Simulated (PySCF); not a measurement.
## Telling isomers of C$_{5}$H$_{4}$FNO apart by NMR

Level of theory: structure optimised with GFN2-xTB, shieldings: GIAO PBE0/pcSseg-1, J: B3LYP/pcJ-1 (spin–dipole term left out of most H,H and C,H couplings), in PySCF 2.14 (one computed conformer, one averaged value for each set of equivalent atoms, non-relativistic, isolated molecule).

Shifts are taken against calculated references (same method and geometry level): TMS for ¹H (σ = 31.72 ppm), ¹³C (σ = 186.93 ppm). Multiplet labels drop J under 1 Hz and among equivalent protons, and merge close values. Unscaled 3J(H,H) run several per cent high. Splittings of carbon signals by F and P are missing where no couplings were computed. Where no couplings were computed, multiplicities follow the n + 1 count of equivalent neighbours, and m marks all less simple cases (inequivalent or close neighbours, rings, F or P nearby). One-bond C–F couplings are unscaled and too large by tens of Hz. Shifts are as computed. Against solution values, carbons near 30 ppm lie about +3 ppm off and those near 130 ppm about +5 ppm. Of 1211 compounds with measured shifts, 218 miss one by over three times the rms of a fit or turn the order of signals round; such compounds aren't used in these exercises. OH and NH positions are gas-phase values without hydrogen bonding to other molecules.

(1) Tabulate the signals of `Oc1ccncc1F`, `N#CC/C(F)=C/C=O`, `N#C[C@H](F)OC1C=C1`, `C=C(C#N)[C@@]1(F)CO1` and their relative energies.

(2) What is the quickest way to tell N#C[C@H](F)OC1C=C1 from C=C(C#N)[C@@]1(F)CO1?

(3) What is the quickest way to tell N#CC/C(F)=C/C=O from N#C[C@H](F)OC1C=C1?

(4) What is the quickest way to tell Oc1ccncc1F from N#CC/C(F)=C/C=O?

Answers

(1) 
```tsv
SMILES	carbon types	δC	δH	E rel. (kcal/mol)
Oc1ccncc1F	2×C 3×CH	158.2, 157.9, 152.7, 143.4, 116.9	8.76 (m, 1H), 8.63 (d, 1H), 7.12 (m, 1H), 5.51 (br s, 1H)	0.0
N#CC/C(F)=C/C=O	2×C 2×CH 1×CH2	190.3, 178.7, 121.0, 117.9, 24.1	10.35 (m, 1H), 5.58 (m, 1H), 3.27 (m, 2H)	30.0
N#C[C@H](F)OC1C=C1	1×C 4×CH	133.0, 125.3, 117.6, 101.2, 53.2	7.86 (m, 1H), 7.68 (m, 1H), 6.15 (m, 1H), 4.10 (m, 1H)	79.4
C=C(C#N)[C@@]1(F)CO1	3×C 2×CH2	145.7, 126.3, 120.0, 93.1, 51.7	6.98 (dd, 1H), 6.79 (dd, 1H), 3.20 (dd, 1H), 3.04 (dd, 1H)	47.8
```

Energies are electronic energies at PBE0/pcSseg-1 on these geometries, without zero-point or thermal terms, each for the one conformer computed, which needn't be the lowest.

(2) Both give the same number of carbon signals, but DEPT or the intensities differ. The first has an alkene CH at 133.0 ppm, the second a terminal =CH2 carbon at 145.7 ppm. In the proton spectra the most deshielded non-exchanging signals are 7.86 (m, 1H) and 6.98 (dd, J = 2.1, 1.1 Hz, 1H).

(3) Both give the same number of carbon signals, but DEPT or the intensities differ. The first has a β carbon of a C=C–C=O unit (C) at 178.7 ppm, the second a three-membered-ring carbon (CH) at 53.2 ppm. Their most deshielded carbons lie at 190.3 and 133.0 ppm. In the proton spectra the most deshielded non-exchanging signals are 10.35 (m, 1H) and 7.86 (m, 1H).

(4) Both give the same number of carbon signals, but DEPT or the intensities differ. The first has an aromatic CH next to a ring nitrogen at 152.7 ppm, the second an allylic sp3 CH2 at 24.1 ppm. Their most deshielded carbons lie at 158.2 and 190.3 ppm. In the proton spectra the most deshielded non-exchanging signals are 8.76 (m, 1H) and 10.35 (m, 1H).
